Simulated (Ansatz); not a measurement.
Saddle point of SiNH₄Cl₃, singlet (SiHCl₃ ([Cl][SiH]([Cl])[Cl]) + NH₃ → SiNH₃Cl₂ ([NH2][SiH]([Cl])[Cl]) + HCl; bonds formed: Cl2–H6; dative contacts that become bonds: Si1–N7; bonds broken: Si1–Cl2, H6–N7), PBE0-D4/def2-TZVP structure:

```
atom    x (Å)    y (Å)    z (Å)
 Si1  -0.8705   0.1682   0.0676
 Cl2   1.0616   1.5408  -1.5933
 Cl3  -1.6067  -0.6676  -1.6121
 Cl4  -1.8232  -0.7744   1.6411
  H5  -1.0487   1.5951   0.3066
  H6   1.3140   0.2651  -0.4436
  N7   0.8375  -0.4310   0.3128
  H8   0.9499  -1.4105   0.0644
  H9   1.1861  -0.2857   1.2564
```

Energies are electronic, without zero-point energy. Barriers and step energies count from the start structure reached by relaxing down the imaginary mode; all methods use the PBE0-D4 structures, on which another method's saddle can fall below an end. Program: Ansatz 0.2.0. Basis: def2-TZVPP, with def2-QZVPP for the basis limit. Cores are frozen in the correlated methods. B3LYP uses VWN-RPA correlation. Extrapolation: Hartree–Fock as exp(−7.88 √X), correlation as X^−2.97.

| method | barrier (kJ/mol) | step energy (kJ/mol) |
| --- | --- | --- |
| SPW92 | 59.6 | 41.4 |
| PBE-D4 | 65.8 | 29.5 |
| BLYP-D4 | 62.2 | 16.0 |
| r2SCAN-D4 | ? | 29.9 |
| B97M-V | ? | 29.7 |
| PBE0-D4 | 71.0 | 30.8 |
| B3LYP-D4 | 66.2 | 17.7 |
| r2SCAN0-D4 | 72.8 | 30.8 |
| BHLYP-D4 | ? | 19.6 |
| CAM-B3LYP-D4 | 67.8 | 16.9 |
| wB97X-V | 75.8 | 27.1 |
| wB97M-V | 76.0 | 30.6 |
| B2PLYP | 70.6 | 16.7 |
| PBE-QIDH | 76.7 | 30.7 |
| RPA on PBE | 81.9 | 19.3 |
| HF | 74.5 | 0.3 |
| MP2 | 79.5 | 27.6 |
| CCSD | 80.1 | 18.9 |
| CCSD(T) | 79.6 | 22.3 |

(1) Fill in the withheld barriers. (Judge from chemistry; the value comes from the calculation.)

T1 diagnostic: at most 0.010.

## Answers

(1) By the calculation: r2SCAN-D4 69.6; B97M-V 80.9; BHLYP-D4 71.9 kJ/mol. Each is the energy of the saddle less that of the start structure, by the same method.

For comparison, the barrier by CCSD(T) at an estimated basis limit (MP2 extrapolated from triple and quadruple zeta, plus CCSD(T) − MP2 in triple zeta) is 75.9 kJ/mol.

The step is the kind of exchange with an N–H group that builds nitride films in atomic layer and chemical vapour deposition.

Labels in which every atom is bracketed show which atoms are joined, not bond orders.

For scale, one of the runs: CCSD(T)/def2-TZVPP, 255 basis functions, launched by `ansatz run in.yaml --threads 8 --pin off --events-out ev --progress --plain --max-ram 19148MiB`. Time: 95 s of wall clock on 8 CPU threads of an Arm Neoverse V2; the host was shared. Peak host memory: 5.2 GiB.
